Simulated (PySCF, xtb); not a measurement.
Ge(I)(OH) (GeHIO), SMILES [OH][Ge][I] (connectivity only; charge and spin as stated), neutral, multiplicity 1. One conformer was computed; it need not be the lowest.

Harmonic wavenumbers (cm⁻¹) from GFN2-xTB in xtb 6.7.1 at its own minimum, in rising order: 162, 255, 360, 466, 543, 3682.

Problem. What does PySCF with PBE0-D3(BJ)/def2-TZVP give at its own minimum? (The exact figures need the calculation; the answer reports its results.)

Solution. 167, 244, 437, 689, 833, 3854. Paired by order, the mean absolute difference is 130 cm⁻¹ and the zero-point energies are 7.8 and 8.9 kcal/mol.
